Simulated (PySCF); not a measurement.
## Electron correlation in Sb(3+) (antimony, charge +3)

Starting occupation: [Kr] 4d9 5s2 5p1, 4d3/2 with m_j = -3/2, -1/2, +1/2, +3/2, 4d5/2 with m_j = -3/2, -1/2, +1/2, +3/2, +5/2, 5p3/2 with m_j = +3/2. Computed with PySCF 2.14 in x2c-TZVPall-2c, with X2C-1e with screened-nucleus spin-orbit coupling, Gaussian nucleus. Frozen: [Ar] 3d10; 20 electrons correlated; the 6 highest virtual spinors left out.

MP2 pair energies summed by pair of shells (mhartree):

```csv
pair,energy,share (%)
4d3/2-4d5/2,-61.62,17.0
4d5/2-5s1/2,-35.31,9.8
4d5/2-4d5/2,-33.84,9.3
4d5/2-4p3/2,-29.91,8.3
4d3/2-5s1/2,-26.74,7.4
4d3/2-4p3/2,-21.19,5.9
4d3/2-4d3/2,-20.95,5.8
5s1/2-5s1/2,-19.72,5.4
5p3/2-5s1/2,-18.17,5.0
4p3/2-4p3/2,-9.81,2.7
4d5/2-4p1/2,-9.67,2.7
4p1/2-4p3/2,-9.47,2.6
4d5/2-5p3/2,-9.03,2.5
4p3/2-5s1/2,-8.51,2.4
4d3/2-5p3/2,-7.79,2.2
4d3/2-4p1/2,-7.18,2.0
4p3/2-4s1/2,-6.53,1.8
4d5/2-4s1/2,-6.30,1.7
4d3/2-4s1/2,-5.01,1.4
4p3/2-5p3/2,-3.62,1.0
4p1/2-4s1/2,-3.15,0.9
4p1/2-5s1/2,-2.62,0.7
4p1/2-4p1/2,-2.10,0.6
4s1/2-4s1/2,-1.55,0.4
4s1/2-5s1/2,-1.02,0.3
4p1/2-5p3/2,-0.84,0.2
4s1/2-5p3/2,-0.31,0.1
```

Total MP2 correlation energy: -361.95 mhartree.

This basis was not built for core-valence correlation, so the inner-shell part is incomplete.
